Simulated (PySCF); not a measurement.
## MAs for M along the second period

PBE0 with triple-zeta basis sets in PySCF, for the lowest determinant that a PBE0 search found; no spin–orbit coupling. De refers to high-spin ground-configuration atoms. A positive dipole means M(−)As(+).

```json
{"M": "Li", "basis": "pcseg-2", "state (unpaired electrons)": "triplet (π ↑↑)", "Re (Å)": "2.418", "ωe (cm⁻¹)": "443", "De (eV)": "1.69", "μ (D)": "-6.67"}
{"M": "B", "basis": "x2c-TZVPPall", "state (unpaired electrons)": "triplet (σ ↑, π ↑)", "Re (Å)": "1.843", "ωe (cm⁻¹)": "821", "De (eV)": "3.11", "μ (D)": "0.13"}
{"M": "N", "basis": "cc-pVTZ-PP/cc-pVTZ", "state (unpaired electrons)": "singlet (closed shell)", "Re (Å)": "1.601", "ωe (cm⁻¹)": "1167", "De (eV)": "4.57", "μ (D)": "3.03"}
{"M": "O", "basis": "def2-TZVPP", "state (unpaired electrons)": "doublet (π ↑)", "Re (Å)": "1.615", "ωe (cm⁻¹)": "1035", "De (eV)": "4.74", "μ (D)": "2.64"}
{"M": "F", "basis": "def2-TZVPP", "state (unpaired electrons)": "triplet (π ↑↑)", "Re (Å)": "1.741", "ωe (cm⁻¹)": "695", "De (eV)": "4.20", "μ (D)": "1.65"}
```

Problem. By what factor does the well depth vary along the series?

Solution. At PBE0 it runs from 1.69 eV (LiAs) to 4.74 eV (AsO), a factor of 2.80.

The rows differ in basis set, which adds steps of its own.

The state changes along the series, so neighbouring rows are not always alike in their bonding.

Spin–orbit coupling is left out. States were picked by a PBE0 search and need not be the measured ground states.
